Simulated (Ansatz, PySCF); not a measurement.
germyloxygermane (Ge2H6O), SMILES [GeH3][O][GeH3]. Atoms are numbered in the order given.

```xyz
9

Ge     1.6073     0.0529     0.0117
O      0.0000     0.0000    -0.7430
Ge    -1.6073    -0.0529     0.0117
H      2.6137     0.0879    -1.1470
H      1.8045    -1.2054     0.8833
H      1.7202     1.3197     0.8858
H     -1.8045     1.2054     0.8833
H     -2.6137    -0.0879    -1.1470
H     -1.7202    -1.3197     0.8858
```
Charge 0, spin multiplicity 1.

The structure is a stationary point at PBE0-D3(BJ)/def2-SVP.

Two levels are set side by side: PBE-D3(BJ)/def2-SVP (Ansatz, a quantum-chemistry and plane-wave program) and PBE0-D3(BJ)/def2-SVP (Ansatz). Each level has its own optimised geometry; the coordinates shown are those of the second. Frequencies come from the Hessian of PySCF at each geometry. Differences are taken from unrounded values.

```tsv
quantity	PBE0-D3(BJ)	PBE-D3(BJ)	PBE-D3(BJ) minus PBE0-D3(BJ)
mean bond length (Å)	1.600	1.615	0.016
bond Ge1–O2 (Å)	1.776	1.801	0.024
bond O2–Ge3 (Å)	1.776	1.801	0.024
bond Ge1–H4 (Å)	1.535	1.547	0.012
bond Ge1–H5 (Å)	1.543	1.557	0.013
bond Ge1–H6 (Å)	1.543	1.557	0.013
bond Ge3–H7 (Å)	1.543	1.557	0.013
bond Ge3–H8 (Å)	1.535	1.547	0.012
bond Ge3–H9 (Å)	1.543	1.557	0.013
highest harmonic wavenumber (cm⁻¹)	2186	2109	-77
mean harmonic wavenumber (cm⁻¹)	1065	1023	-42
zero-point energy (kcal/mol)	31.98	30.72	-1.26
```

GGA bonds tend to be longer and softer than those of functionals with exact exchange. Differences between two approximate levels are no errors against the true value.
